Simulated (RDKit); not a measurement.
Input file for RDKit: MMFF94 on C3H2O2 (a complex), monomers drawn apart or pushed together.

```python
from rdkit import Chem
from rdkit.Chem import AllChem, rdDetermineBonds

blocks = [
'''4

C    -0.62497914   -0.19020078   -0.08033622
C     0.52170081    0.15034044   -0.12776800
H    -1.64276697   -0.49245405   -0.03192352
H     1.53995539    0.45277631   -0.16360268
''',
'''3

O     1.27630121    0.39638766    5.72037869
C     0.16562916    0.06535250    5.75698939
O    -0.94435887   -0.26541453    5.81180128
''',
]
mol = None
for b in blocks:
    f = Chem.MolFromXYZBlock(b)
    rdDetermineBonds.DetermineBonds(f, charge=0)
    mol = f if mol is None else Chem.CombineMols(mol, f)
Chem.SanitizeMol(mol)
print(Chem.MolToSmiles(Chem.RemoveHs(mol)))
ff = AllChem.MMFFGetMoleculeForceField(mol, AllChem.MMFFGetMoleculeProperties(mol), nonBondedThresh=100.0, ignoreInterfragInteractions=False)
e = ff.CalcEnergy()
print(f'MMFF94 energy {e:.6f} kcal/mol')
```

Program output:

```
C#C.O=C=O
MMFF94 energy 75.313250 kcal/mol
```

The run finished.

Cost: around 0.03 core-seconds (rough).
